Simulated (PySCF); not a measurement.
Molfile (atoms numbered from 1):
```
H10Si4
     RDKit          3D

 14 13  0  0  0  0  0  0  0  0999 V2000
    2.1500    0.9946    0.8857 Si  0  0  0  0  0  4  0  0  0  0  0  0
    1.2759   -0.8696   -0.1688 Si  0  0  0  0  0  4  0  0  0  0  0  0
   -0.9977   -1.2160    0.1823 Si  0  0  0  0  0  4  0  0  0  0  0  0
   -2.3568    0.5495   -0.4360 Si  0  0  0  0  0  4  0  0  0  0  0  0
    3.5754    1.2249    0.6416 H   0  0  0  0  0  0  0  0  0  0  0  0
    1.9892    0.9186    2.3405 H   0  0  0  0  0  0  0  0  0  0  0  0
    1.4564    2.2126    0.4561 H   0  0  0  0  0  0  0  0  0  0  0  0
    1.5133   -0.7598   -1.6191 H   0  0  0  0  0  0  0  0  0  0  0  0
    2.0595   -2.0604    0.2001 H   0  0  0  0  0  0  0  0  0  0  0  0
   -1.2098   -1.5134    1.6099 H   0  0  0  0  0  0  0  0  0  0  0  0
   -1.4551   -2.4498   -0.4784 H   0  0  0  0  0  0  0  0  0  0  0  0
   -1.9870    1.7715    0.2838 H   0  0  0  0  0  0  0  0  0  0  0  0
   -2.2296    0.8560   -1.8632 H   0  0  0  0  0  0  0  0  0  0  0  0
   -3.7843    0.3408   -0.1862 H   0  0  0  0  0  0  0  0  0  0  0  0
  1  2  1  0
  2  3  1  0
  3  4  1  0
  1  5  1  0
  1  6  1  0
  1  7  1  0
  2  8  1  0
  2  9  1  0
  3 10  1  0
  3 11  1  0
  4 12  1  0
  4 13  1  0
  4 14  1  0
M  END
```

- shielding tensors at PBE0/pcSseg-1 (GIAO)
- structure optimised with GFN2-xTB
- code: PySCF 2.14.0 with density-fitted response routines
- single conformer, non-relativistic, in vacuum, rapidly exchanging positions averaged

References, each an isolated molecule treated in the same way: TMS for ¹H, ²⁹Si.

| atoms | nucleus | count | Hirshfeld charge | δ (ppm) |
| --- | --- | --- | --- | --- |
| H5/H6/H7/H12/H13/H14 | ¹H | 6 | -0.07 | 3.50 |
| Si2/Si3 | ²⁹Si | 2 | 0.15 | -127.6 |
| H8/H9/H10/H11 | ¹H | 4 | -0.07 | ? |
| Si1/Si4 | ²⁹Si | 2 | 0.21 | ? |

**Question.** Complete the table.

**Answer.** 
- H8/H9/H10/H11: 3.51 ppm, hydrogen on a silicon bonded to 2 Si
- Si1/Si4: -117.1 ppm, silicon bonded to Si, 3 H
